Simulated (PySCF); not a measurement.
Vibration and rotation of BeC

PBE0 constants of BeC, ³Π (triplet), unpaired electrons σ ↑, π ↑, a second solution, started from another occupation (PySCF, no relativity, basis sets Be 3-21G, C 3-21G; masses 9.0122 and 12.0000 u):

- ωe: 715.6 cm⁻¹
- ωexe: 10.5 cm⁻¹
- Be: 0.97071 cm⁻¹
- αe: 0.0172 cm⁻¹
- D (centrifugal): 7.14e-06 cm⁻¹

(1) Give the vibrational terms G(v) and spacings up to v = 6.

3-21G is very small, so such numbers show the basis as much as the molecule.

Results:

(1) G(v) = ωe(v+½) − ωexe(v+½)².

```tsv
v	G(v) (cm⁻¹)	G(v) − G(v−1)	Bv (cm⁻¹)
0	355.2		0.9621
1	1049.8	694.6	0.9449
2	1723.4	673.6	0.9277
3	2376.0	652.6	0.9105
4	3007.6	631.6	0.8933
5	3618.2	610.6	0.8761
6	4207.8	589.6	0.8589
```
